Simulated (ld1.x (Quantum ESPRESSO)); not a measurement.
# Configuration tests for Si (Z = 14) (TM)

- Element: silicon (Si)
- Generator: ld1.x (Quantum ESPRESSO) 7.5
- Type: norm-conserving Troullier–Martins (Kleinman–Bylander form)
- Functional: BLYP
- Relativity: scalar-relativistic
- Frozen core: [Ne]
- Valence charge: 4
- Reference configuration: 3s2 3p1.5 (charge +0.5)
- Partial waves: 3s (bound): rc 1.35 bohr; 3p (bound): rc 2.00 bohr; 3d channel at 0.1 Ry: rc 2.15 bohr
- Local potential: the d channel
- Core correction: none

Energies are relative to the spin-unpolarised reference configuration 3s2 3p1.5; without spin polarisation the order of configurations can differ from experiment.

```tsv
valence configuration	charge	ΔE all-electron (eV)	error AE − PS (meV)
3s2 3p1	+1	4.745	+2.7
3s2 3p0	+2	20.634	+54
3s1 3p2	+1	12.200	+14
3s0 3p4	0	11.031	+38
3s2 3p2.3	-0.3	-3.730	+2.7
```

Question: What are ΔE and the potential's error for 3s2 3p2?

Answer: ΔE = -2.844 eV all-electron; the error (AE − PS) is +1.4 meV.

Question: What are ΔE and the potential's error for 3s1 3p0?

Answer: ΔE = 54.638 eV all-electron; the error (AE − PS) is +266 meV.

ld1.x printed “convergence not achieved” for 6 of the counted tests; their residual had stalled under 1e-8, short of the target of 1e-14.
